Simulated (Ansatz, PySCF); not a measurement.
System: sum formula SiOBr₃ (charge 0, doublet). It need not be the lowest isomer of its formula. 
Coordinates optimised at B3LYP-D3(BJ)/def2-TZVP (Ansatz, a quantum-chemistry and plane-wave program):
```xyz
5

Si    -0.3820     0.0364    -0.2455
Br    -0.7027    -1.5591     1.2360
Br    -0.0925     1.9475     0.8069
Br     1.2953    -0.4240    -1.6230
O     -1.5194     0.0922    -1.4073
```
Charge 0, spin multiplicity 2.

Quantity: atomisation energy (electronic, to ground-state atoms), in kJ/mol. Correlated levels leave the core frozen unless marked. Open shells are spin-unrestricted. Spin-orbit coupling is left out. Frozen are the shells of the preceding noble gas and the d and f shells that filled before the atom's block. Non-relativistic. The coupled-cluster limit lacks core correlation, which all-electron functionals hold. Basis-set limits of correlation are two-point, X^-3; Hartree-Fock from the larger set. [CCSD(T)-MP2]/basis is that difference in the basis named.

| level | program | atomisation energy (kJ/mol) |
|---|---|---|
| HF/6-31G* | Ansatz | 913.0 |
| HF/def2-TZVPP | Ansatz | 968.4 |
| HF/def2-QZVPP | Ansatz | 970.3 |
| HF-D3(BJ)/def2-TZVPD | PySCF + dftd3 | 1120.7 |

Estimate the value at RI-MP2/CBS(def2-TZVPP,def2-QZVPP)+[CCSD(T)-MP2]/def2-TZVPP as computed with Ansatz.

1424.5 kJ/mol, so HF-D3(BJ)/def2-TZVPD differs from it by -303.8 kJ/mol.
